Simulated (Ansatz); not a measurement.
Reaction (redistribution): `O[SiH2]N[SiH2]Cl` + `Cl[CH]1[CH2][GeH2]1` → `[SiH3]N[SiH2]Cl` + `[OH][Ge@@H]1[CH2][C@@H]1Cl`

Gas-phase electronic energies from Ansatz, PBE0-D4/def2-TZVP geometries. CCSD(T)/CBS adds triple-zeta CCSD(T) − MP2 to the extrapolated MP2 energy (def2 sets, frozen cores). DFT in def2-TZVPP. B3LYP here is the variant with VWN-RPA as its local correlation; programs differ in this. For Ge outer-core shells are correlated without core-valence functions, which leaves a few kJ/mol of doubt a bond. Scalar relativity is left out up to krypton. One conformer a species, not always the lowest.

(1) Is it downhill or uphill in electronic energy at CCSD(T)/CBS, and by how much? (Estimate.)

(2) What do these levels give: r2SCAN-D4, ωB97X-V, B3LYP, HF/def2-TZVPP, CCSD(T)/def2-TZVPP, HF/def2-QZVPP? (Best estimate.)

Largest T1 diagnostic among the species: 0.011.

Results:

(1) Computed: Uphill: ΔE = +23.4 kcal/mol.

(2) The calculation gave: r2SCAN-D4 23.1, ωB97X-V 21.8, B3LYP 23.0, HF/def2-TZVPP 22.7, CCSD(T)/def2-TZVPP 22.4, HF/def2-QZVPP 22.9 kcal/mol.

From PBE to PBE0 (25 % exact exchange), in def2-TZVPP and without D4, ΔE moves by +0.8 kcal/mol.
